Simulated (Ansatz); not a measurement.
Species: ZnS (charge 0, singlet). 
Geometry from a B3LYP-D3(BJ)/def2-TZVP (Ansatz, a program for electronic structure) optimisation:
SMILES: [S]=[Zn]
```xyz
2

Zn     0.0000     0.0000    -0.7229
S      0.0000     0.0000     1.3554
```

Wanted: vertical ionisation energy (to the doublet state of charge +1; each state is the SCF solution reached for its spin; for the singlet the Hartree-Fock reference is unstable and T1 is 0.024), in eV. Correlated levels leave the core frozen unless marked. UHF or UKS for open shells. Spin-orbit coupling is left out. Frozen are the shells of the preceding noble gas and the d and f shells that filled before the atom's block. No relativistic terms. Basis-set limits of correlation are two-point, X^-3; Hartree-Fock from the larger set.

```csv
level,program,vertical ionisation energy (eV)
PBE/def2-TZVPD,Ansatz,8.73
r2SCAN/def2-TZVPD,Ansatz,8.60
CAM-B3LYP/def2-TZVPD,Ansatz,[?]
wB97M-V/def2-TZVPD,Ansatz,8.48
CCSD/def2-SVPD,Ansatz,8.15
CCSD/def2-QZVPPD,Ansatz,[?]
"CCSD(T)/CBS(def2-TZVPPD,def2-QZVPPD)",Ansatz,[?]
```

Question: Some entries are withheld; supply them.

Answer: 
- CAM-B3LYP/def2-TZVPD, vertical ionisation energy (eV): 8.54
- CCSD/def2-QZVPPD, vertical ionisation energy (eV): 8.40
- CCSD(T)/CBS(def2-TZVPPD,def2-QZVPPD), vertical ionisation energy (eV): 8.72
